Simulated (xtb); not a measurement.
Method: GFN2-xTB run with xtb 6.7.1.

```
xtb start.xyz --ohess tight --gfn 2 --chrg 0 --uhf 0 --iterations 400

# start.xyz
10

C     -1.234710     0.942370     0.006499
C     -0.442999     0.086462    -0.613788
C      0.388007    -0.926371     0.086604
S      2.179112    -0.588167    -0.167965
H     -1.344311     0.938208     1.079142
H     -1.815151     1.672248    -0.530465
H     -0.334886     0.107186    -1.689637
H      0.244305    -1.922487    -0.332767
H      0.197756    -0.946019     1.159367
H      2.162877     0.636569     0.354135
```

Output:

```
[...]
                  HL-Gap            0.1394054 Eh            3.7934 eV
             Fermi-level           -0.3027093 Eh           -8.2371 eV


         :::::::::::::::::::::::::::::::::::::::::::::::::::::
         ::                     SUMMARY                     ::
         :::::::::::::::::::::::::::::::::::::::::::::::::::::
         :: total energy             -12.684115561847 Eh    ::
         :: gradient norm              0.000226127765 Eh/a0 ::
         :: HOMO-LUMO gap              3.793413157364 eV    ::
         ::.................................................::
         :: SCC energy               -12.858711412797 Eh    ::
         :: -> isotropic ES            0.004936386668 Eh    ::
         :: -> anisotropic ES          0.001610792545 Eh    ::
         :: -> anisotropic XC          0.010918016906 Eh    ::
         :: -> dispersion             -0.005227309777 Eh    ::
         :: repulsion energy           0.174595850950 Eh    ::
         :: add. restraining           0.000000000000 Eh    ::
         :: total charge              -0.000000000000 e     ::
         :::::::::::::::::::::::::::::::::::::::::::::::::::::

           -------------------------------------------------
          |                Numerical Hessian                |
           -------------------------------------------------
step length          :   0.00500
SCC accuracy         :   0.30000
Hessian scale factor :   1.00000
frozen atoms in %    :   0.00000    0
RMS gradient         :   0.00023
estimated CPU  time      0.00 min
estimated wall time      0.01 min

writing file <hessian>.

 projected vibrational frequencies (cm⁻¹)
eigval :       -0.00    -0.00     0.00     0.00     0.00     0.00
eigval :       84.27   208.05   261.65   406.76   599.19   721.35
eigval :      772.62   894.14   916.67   975.00  1017.81  1078.38
eigval :     1174.48  1212.76  1284.59  1405.27  1437.59  1706.62
eigval :     2435.92  2986.38  2991.21  3071.47  3098.02  3132.44
           -------------------------------------------------
          |                Property Printout                |
           -------------------------------------------------

    * Orbital Energies and Occupations

         #    Occupation            Energy/Eh            Energy/eV
      -------------------------------------------------------------
         1        2.0000           -0.7131456             -19.4057
         2        2.0000           -0.6388741             -17.3846
         3        2.0000           -0.6055131             -16.4768
         4        2.0000           -0.5619294             -15.2909
         5        2.0000           -0.5323636             -14.4864
         6        2.0000           -0.5037435             -13.7076
         7        2.0000           -0.4953799             -13.4800
         8        2.0000           -0.4891074             -13.3093
         9        2.0000           -0.4553677             -12.3912
        10        2.0000           -0.4496916             -12.2367
        11        2.0000           -0.4182475             -11.3811
        12        2.0000           -0.3724120             -10.1338 (HOMO)
        13                         -0.2330067              -6.3404 (LUMO)
        14                         -0.1912432              -5.2040
        15                         -0.1180407              -3.2120
        16                         -0.0137658              -0.3746
        17                         -0.0091494              -0.2490
        18                          0.0060472               0.1646
        19                          0.1098362               2.9888
        20                          0.1282254               3.4892
        21                          0.1594105               4.3378
        22                          0.1875720               5.1041
        23                          0.2151767               5.8553
       ...                                ...                  ...
        27                          0.6104443              16.6110
      -------------------------------------------------------------
                  HL-Gap            0.1394054 Eh            3.7934 eV
             Fermi-level           -0.3027093 Eh           -8.2371 eV

     #   Z          covCN         q      C6AA      α(0)
     1   6 C        2.838    -0.090    30.252     9.014
     2   6 C        2.925    -0.029    28.718     8.788
     3   6 C        3.799     0.002    20.553     6.455
     4  16 S        1.931    -0.280   153.153    20.829
     5   1 H        0.926     0.041     2.437     2.441
     6   1 H        0.926     0.044     2.392     2.419
     7   1 H        0.925     0.046     2.367     2.406
     8   1 H        0.925     0.059     2.213     2.326
     9   1 H        0.925     0.050     2.323     2.384
    10   1 H        0.923     0.157     1.343     1.813

 Mol. C6AA /au·bohr⁶  :       1334.763617
 Mol. C8AA /au·bohr⁸  :      39906.647063
 Mol. α(0) /au        :         58.873833

Wiberg/Mayer (AO) data.
largest (>0.10) Wiberg bond orders for each atom

 ---------------------------------------------------------------------------
     #   Z sym  total        # sym  WBO       # sym  WBO       # sym  WBO
 ---------------------------------------------------------------------------
     1   6 C    3.992 --     2 C    1.962     6 H    0.976     5 H    0.975
     2   6 C    3.990 --     1 C    1.962     3 C    1.042     7 H    0.966
     3   6 C    3.976 --     2 C    1.042     9 H    0.974     4 S    0.969
                             8 H    0.962
     4  16 S    2.022 --     3 C    0.969    10 H    0.966
     5   1 H    0.998 --     1 C    0.975
     6   1 H    0.998 --     1 C    0.976
     7   1 H    0.998 --     2 C    0.966
     8   1 H    0.997 --     3 C    0.962
     9   1 H    0.998 --     3 C    0.974
    10   1 H    0.975 --     4 S    0.966
 ---------------------------------------------------------------------------

Topologies differ in total number of bonds
Writing topology from bond orders to xtbtopo.mol

molecular dipole:
                 x           y           z       tot (Debye)
 q only:       -0.515       0.252       0.190
   full:       -0.764       0.314       0.290       2.224
molecular quadrupole (traceless):
                xx          xy          yy          xz          yz          zz
 q only:       -2.841       2.446       1.538       1.244      -0.078       1.303
  q+dip:       -6.424       2.300       2.724       1.632       0.165       3.701
   full:       -5.381       3.270       2.937       1.704       0.349       2.444

           -------------------------------------------------
          |                Geometry Summary                 |
           -------------------------------------------------

      molecular mass/u    :       74.1446396
   center of mass at/Å    :        0.7213724      -0.2311638      -0.1564461
  moments of inertia/u·Å² :        0.2637379E+02   0.1759589E+03   0.1832743E+03
Molecule has no symmetry elements
It seems to be the C1 point group
rotational constants/cm⁻¹ :        0.6391814E+00   0.9580439E-01   0.9198035E-01

 * 8 selected distances

     #   Z          #   Z                                           value/Å
     1   6 C        2   6 C                                       1.3206593
     2   6 C        3   6 C                                       1.4855810 (max)
     1   6 C        5   1 H                                       1.0782360
     1   6 C        6   1 H                                       1.0760875 (min)
     2   6 C        7   1 H                                       1.0814662
     3   6 C        8   1 H                                       1.0903071
     3   6 C        9   1 H                                       1.0896798
     4  16 S       10   1 H                                       1.3314768

 * 3 distinct bonds (by element types)

   Z      Z             #   av. dist./Å        max./Å        min./Å
   1 H    6 C           5     1.0831553     1.0903071     1.0760875
   6 C    6 C           2     1.4031202     1.4855810     1.3206593
   1 H   16 S           1     1.3314768     1.3314768     1.3314768

           -------------------------------------------------
          |               Frequency Printout                |
           -------------------------------------------------
 projected vibrational frequencies (cm⁻¹)
eigval :       -0.00    -0.00     0.00     0.00     0.00     0.00
eigval :       84.27   208.05   261.65   406.76   599.19   721.35
eigval :      772.62   894.14   916.67   975.00  1017.81  1078.38
eigval :     1174.48  1212.76  1284.59  1405.27  1437.59  1706.62
eigval :     2435.92  2986.38  2991.21  3071.47  3098.02  3132.44
 reduced masses (amu)
   1: 11.17   2: 25.71   3: 17.96   4: 14.51   5: 20.48   6: 14.45   7: 11.54   8:  2.34
   9: 12.53  10:  8.94  11:  9.34  12:  9.83  13:  4.96  14:  4.06  15:  4.06  16:  6.49
  17:  2.00  18:  4.38  19:  5.32  20:  3.00  21:  2.95  22:  2.07  23:  2.30  24: 11.18
  25:  1.96  26:  1.74  27:  1.74  28:  1.83  29:  1.58  30:  2.04
 IR intensities (km·mol⁻¹)
   1:  0.72   2:  0.15   3:  0.23   4:  0.96   5:  0.29   6:  0.83   7:  0.90   8: 39.37
   9:  5.14  10:  1.31  11:  5.45  12:  2.85  13:  4.70  14: 14.63  15:  3.69  16:  7.55
  17: 15.71  18:  0.93  19:  4.92  20:  8.26  21:  1.76  22:  0.30  23:  1.30  24:  8.09
  25:132.87  26: 13.06  27:  7.42  28: 16.45  29: 21.54  30: 34.79
 Raman intensities (Ä⁴*amu⁻¹)
   1:  0.00   2:  0.00   3:  0.00   4:  0.00   5:  0.00   6:  0.00   7:  0.00   8:  0.00
   9:  0.00  10:  0.00  11:  0.00  12:  0.00  13:  0.00  14:  0.00  15:  0.00  16:  0.00
  17:  0.00  18:  0.00  19:  0.00  20:  0.00  21:  0.00  22:  0.00  23:  0.00  24:  0.00
  25:  0.00  26:  0.00  27:  0.00  28:  0.00  29:  0.00  30:  0.00
 output can be read by thermo (or use thermo option).
 writing <g98.out> molden fake output.
 recommended (thermochemical) frequency scaling factor: 1.0
           -------------------------------------------------
          |             Thermodynamic Functions             |
           -------------------------------------------------

c1  symmetry found (for desy threshold:  0.10E+00) used in thermo

          ...................................................
          :                      SETUP                      :
          :.................................................:
          :  # frequencies                          24      :
          :  # imaginary freq.                       0      :
          :  linear?                             false      :
          :  only rotor calc.                    false      :
          :  symmetry                               c1      :
          :  rotational number                       1      :
          :  scaling factor                  1.0000000      :
          :  rotor cutoff                   50.0000000 cm⁻¹ :
          :  imag. cutoff                  -20.0000000 cm⁻¹ :
          :.................................................:

    mode    ω/cm⁻¹     T·S(HO)/kcal·mol⁻¹    T·S(FR)/kcal·mol⁻¹   T·S(vib)
   ------------------------------------------------------------------------
       1     84.27    -1.12962 ( 88.98%)    -0.90144 ( 11.02%)    -1.10447
       2    208.05    -0.61440 ( 99.67%)    -0.63399 (  0.33%)    -0.61446
       3    261.65    -0.49216 ( 99.87%)    -0.56612 (  0.13%)    -0.49226
   ------------------------------------------------------------------------

   temp. (K)  partition function   enthalpy   heat capacity  entropy
                                   cal/mol     cal/K/mol   cal/K/mol   J/K/mol
 298.15  VIB   9.09                 1699.471     12.255     10.003
         ROT  0.705E+05              888.752      2.981     25.164
         INT  0.641E+06             2588.223     15.236     35.167
         TR   0.618E+27             1481.254      4.968     38.809
         TOT                        4069.4772    20.2038    73.9757   309.5144

       T/K    H(0)-H(T)+PV         H(T)/Eh          T*S/Eh         G(T)/Eh
   ------------------------------------------------------------------------
    298.15    0.648512E-02    0.836527E-01    0.351483E-01    0.485044E-01
   ------------------------------------------------------------------------

         :::::::::::::::::::::::::::::::::::::::::::::::::::::
         ::                  THERMODYNAMIC                  ::
         :::::::::::::::::::::::::::::::::::::::::::::::::::::
         :: total free energy         -12.635611134400 Eh   ::
         ::.................................................::
         :: total energy              -12.684115561847 Eh   ::
         :: zero point energy           0.077167557067 Eh   ::
         :: G(RRHO) w/o ZPVE           -0.028663129620 Eh   ::
         :: G(RRHO) contrib.            0.048504427447 Eh   ::
         :::::::::::::::::::::::::::::::::::::::::::::::::::::

optimized geometry written to: xtbopt.xyz

           -------------------------------------------------
          | TOTAL ENERGY              -12.684115561847 Eh   |
          | TOTAL ENTHALPY            -12.600462879987 Eh   |
          | TOTAL FREE ENERGY         -12.635611134400 Eh   |
          | GRADIENT NORM               0.000226126879 Eh/α |
          | HOMO-LUMO GAP               3.793413265591 eV   |
           -------------------------------------------------

------------------------------------------------------------------------
```

Cost: about 0.4 core-seconds (a rough figure).
